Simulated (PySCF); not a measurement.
# Core-level binding energies of `CS[SiH]1CC=CC1`

Compound: C₅H₁₀SSi.
SMILES with atom numbers: `[CH3:1][S:2][SiH:3]1[CH2:4][CH:5]=[CH:6][CH2:7]1`

Geometry (PBE0-D3(BJ)/def2-SVP, Å), atoms numbered from 1 in this order:
```
atom  x, y, z in Å
C1     3.093    0.404    0.466
S2     1.697   -0.453    1.265
Si3    0.298   -0.494   -0.358
C4    -0.495    1.179   -0.787
C5    -1.956    0.905   -0.542
C6    -2.338   -0.294   -0.077
C7    -1.298   -1.350    0.197
H8     3.461   -0.157   -0.405
H9     2.820    1.425    0.161
H10    3.897    0.466    1.211
H11    0.958   -1.122   -1.547
H12   -0.304    1.497   -1.826
H13   -0.124    1.992   -0.139
H14   -2.696    1.689   -0.740
H15   -3.395   -0.511    0.115
H16   -1.273   -1.628    1.265
H17   -1.497   -2.282   -0.358
```

Method: delta-SCF UKS SCAN, pcX-2 on the ionised atom, pcseg-1 elsewhere, spin-free X2C in PySCF 2.14.0. These are vertical core ionisation energies against the vacuum level, from separate self-consistent calculations with and without the core hole.

Give the core binding energies atom by atom.

| atom(s) | bonded to | level | binding energy (eV) | 2p1/2 (eV) | above the level's lowest (eV) | count |
| --- | --- | --- | --- | --- | --- | --- |
| C1 | S and 3 H | C 1s | 291.27 | – | +1.23 | 1 |
| S2 | C and Si | S 1s | 2476.39 | – | 0.00 | 1 |
| Si3 | S, 2 C and H | Si 2p3/2 | 106.46 | 107.09 | 0.00 | 1 |
| Si3 | S, 2 C and H | Si 1s | 1846.28 | – | 0.00 | 1 |
| C4/C7 | C, 2 H and Si | C 1s | 290.04 | – | 0.00 | 2 |
| C5/C6 | C (double bond), C and H | C 1s | 290.16 | – | +0.12 | 2 |

Lowest listed C 1s: C4/C7, bonded to C, 2 H and Si. Highest, 1.23 eV above it: C1, bonded to S and 3 H. Summing the Pauling electronegativity differences to the bonded atoms, each weighted by its formal bond order, gives -1.35 for the lowest site and -1.02 for the highest; the largest sum, -0.35, belongs to C5/C6, 1.11 eV below the top.

Which photon energy gives electrons from Si 2p3/2 of Si3 a kinetic energy of 200 eV, and what is their de Broglie wavelength?

hν = 106.46 + 200 = 306.46 eV, recoil neglected; λ = 12.264 Å/√(E/eV) = 0.87 Å.

Which effective nuclear charge Zeff reproduces each element's mean 1s value in the hydrogen-like formula E = 13.606 eV × Zeff²?

C (Z = 6): mean 290.3 eV, Zeff = 4.62, Z − Zeff = 1.38; Si (Z = 14): mean 1846.3 eV, Zeff = 11.65, Z − Zeff = 2.35; S (Z = 16): mean 2476.4 eV, Zeff = 13.49, Z − Zeff = 2.51. Means run over the listed sites, weighted by atom count.

Topologically equivalent atoms share the value of their first member; where this conformer doesn't relate them by symmetry, their own values could differ. Not every level is listed. Spin–orbit coupling isn't in the SCF: each 2p doublet comes from a relaxed spin-free hole plus a matrix of the shell (mean-field spin–orbit coupling and the ground-state 2p splitting), with 2p3/2 averaged over its two sublevels. 2p1/2 minus 2p3/2 (ligand field included): Si 0.62 eV. Isolated species at its PBE0-D3(BJ)/def2-SVP geometry (one conformer only).

The run took 86 s on one thread of an Arm Neoverse V2, no GPU, shared host with 96 logical CPUs at a one-minute load of 90, and the process peaked at 0.89 GiB of memory.
